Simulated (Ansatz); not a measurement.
Program: Ansatz. Geometries: PBE0-D4/def2-TZVP. ΔE: electronic, gas phase. CCSD(T)/CBS adds triple-zeta CCSD(T) − MP2 to the extrapolated MP2 energy (def2 sets, frozen cores). This one scheme is used for every species. DFT in def2-TZVPP. For Zn outer-core shells are correlated without core-valence functions, which leaves a few kJ/mol of doubt a bond. Scalar relativity is left out up to krypton. Each species was taken in one conformer, which may not be the lowest.

Reaction (formal exchange of groups at a C–O bond): `O[CH2][Zn][SH]` + CH₄ → `C[CH2][Zn][SH]` + H₂O

```tsv
level	ΔE (kJ/mol)
ωB97X-V	-52.8
MP2/def2-TZVPP	-68.1
```

Task: What does CCSD(T)/CBS give? (Estimate.)

Result: The calculation gave: -63.7 kJ/mol. The listed levels differ from it by 10.9, -4.4 kJ/mol.

Largest T1 diagnostic among the species: 0.014.

In def2-TZVPP, CCSD(T) changes the Hartree–Fock value by −10.0 kJ/mol (the triples alone add −0.2 kJ/mol) and MP2 by −17.3 kJ/mol. The D4 term adds −3.3 kJ/mol with B3LYP and −1.9 kJ/mol with PBE0; it sums over pairs of atoms, weighted by their polarisabilities, and B3LYP, whose exchange is more repulsive, gets the larger term.

B3LYP here is the variant with VWN-RPA as its local correlation; programs differ in this.
